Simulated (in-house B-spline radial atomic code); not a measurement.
**B3LYP (VWN-RPA) excitations of the barium ion Ba⁸⁺**

Method: B3LYP (VWN-RPA). Computed with an all-electron radial atomic-structure program (B-spline basis): linear response of the closed shell [Kr] 4d10 5s2 with the functional's adiabatic kernel; scalar-relativistic (spin-free one-electron X2C), finite nucleus, no spin-orbit coupling, no double excitations, S, P, D and F terms only; shells from n = 3 respond. Only terms of natural parity with L up to 3 were computed.

Spin-orbit coupling is strong here, so these LS terms don't match observed levels.

Command:
```bash
python run_td.py task.json out
```
Settings (radii: box in bohr, nucleus in fm):
```
Z                        56
electrons                48
configuration            [Kr] 4d10 5s2
hamiltonian              x2c
method                   b3lyp
box_radius               11.59
rms_radius               4.8378
intervals                69
```

Time taken, with all properties: 1.8 s on 1 thread of Intel(R) Xeon(R) Platinum 8375C CPU @ 2.90GHz (Ice Lake) (shared host).

The lowest states, in the order of their Tamm-Dancoff energies; the method's threshold (minus the highest occupied level) is 125.87 eV. Labels give the largest channel, * marks a mixed state, and oscillator strengths are full-response dipole values. Semilocal kernels can invert the small singlet-triplet splittings of Rydberg terms. Energies in eV:

| state | full response | Tamm-Dancoff | oscillator strength |
| --- | --- | --- | --- |
| 5s → 5p 3P | 16.682 | 16.809 | - |
| 5s → 5p 1P | 21.899 | 22.601 | 1.55 |
| 5s → 4f 3F | 28.446 | 28.494 | - |
| 5s → 4f 1F | ? | ? | - |
| 5s → 5d 3D | 44.02 | 44.05 | - |
| 5s → 5d 1D | 46.24 | 46.29 | - |
| 5s → 6s 3S | 59.19 | 59.20 | - |
| 5s → 6s 1S | ? | ? | - |
| 5s → 6p 3P | 67.07 | 67.08 | - |
| 5s → 6p 1P | 67.64 | 67.67 | 0.168 |

Question: Where does 5s → 6s 1S lie?

Answer: At 60.55 eV in full response, 60.60 eV in Tamm-Dancoff.

Question: Where does 5s → 4f 1F lie?

Answer: At 29.584 eV in full response, 29.590 eV in Tamm-Dancoff.

Question: How large is the singlet-triplet splitting of 5s → 5p (P terms) in Tamm-Dancoff?

Answer: 5.79 eV, from the unrounded values.

Question: What polarisabilities and dispersion coefficient does the method give?

Answer: Dipole 3.074 bohr³, quadrupole 3.752 bohr⁵, C6 8.268 hartree·bohr⁶ for two such species.
